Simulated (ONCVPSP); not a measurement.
# Ta (Z = 73) ONCV: all-electron and pseudo phase curves

| Property | Result |
| --- | --- |
| Element | Ta |
| Generator | ONCVPSP 4.0.1 |
| Type | optimised norm-conserving Vanderbilt (ONCV) |
| Functional | PBE |
| Relativity | scalar-relativistic |
| Frozen core | [Kr] 4d10 4f14 |
| Valence charge | 13 |
| Reference configuration | 5s2 5p6 5d3 6s1.75 6p0.25 |
| Partial waves | 5s+6s: rc 1.85 bohr, ncon 4, nbas 8, qcut 8.1 1/bohr, 2 projectors; 5p+6p: rc 2.35 bohr, ncon 4, nbas 7, qcut 6.5 1/bohr, 2 projectors; 5d: rc 1.85 bohr, ncon 4, nbas 9, qcut 7.3 1/bohr, local |
| Local potential | the d channel |
| Core correction | none |

The phase is arctan(r·R′/R) of the radial function R(r), unwrapped; energies in Ha, scanned from -4 to 5 Ha. A pole is an energy at which the radial function vanishes at the test radius. The pseudo phase is shifted by a multiple of π to meet the all-electron one at the reference energy, and phase errors are pseudo minus all-electron; the curves can meet again beyond the range given. Levels narrower than the energy grid can be missing from the lists of poles.

Q: For each channel, where are the poles, and over which energies does the pseudopotential scatter like the atom?

A:

| channel | radius (bohr) | reference energy (Ha) | poles, all-electron | poles, pseudo | unbroken range about the reference energy with phases within 0.05 rad | phase error 1 Ha above the reference energy (rad) |
| --- | --- | --- | --- | --- | --- | --- |
| s | 1.88 | -0.21 | -2.42, 4.96 | -2.42, 4.76 | the whole range | -0.002 |
| p | 2.38 | -0.06 | -1.34, 2.88 | -1.35, 2.79 | below 4.0 | -0.003 |
| d | 1.88 | -0.14 | 1.28 | 1.25 | below 2.9 | -0.003 |

Phases in the d channel:

```csv
E (Ha),all-electron,pseudo
-3.98,1.320,1.319
-3.74,1.308,1.307
-3.50,1.295,1.294
-3.26,1.279,1.278
-3.02,1.261,1.260
-2.78,1.240,1.238
-2.54,1.214,1.212
-2.30,1.181,1.179
-2.06,1.139,1.138
-1.82,1.084,1.082
-1.58,1.007,1.004
-1.34,0.893,0.890
-1.10,0.711,0.707
-0.86,0.404,0.400
-0.62,-0.079,-0.082
-0.38,-0.603,-0.604
-0.14,-0.967,-0.967
0.10,-1.184,-1.184
0.34,-1.319,-1.319
0.58,-1.410,-1.411
0.82,-1.477,-1.480
1.06,-1.530,-1.533
1.30,-1.574,-1.579
1.54,-1.614,-1.621
1.78,-1.651,-1.660
2.02,-1.688,-1.701
2.26,-1.728,-1.746
2.50,-1.772,-1.798
2.74,-1.825,-1.864
2.98,-1.891,-1.955
3.22,-1.983,-2.090
3.46,-2.119,-2.317
3.70,-2.341,-2.724
3.94,-2.720,-3.322
4.18,-3.265,-3.825
4.42,-3.753,-4.114
4.66,-4.054,-4.278
4.90,-4.230,-4.380
```
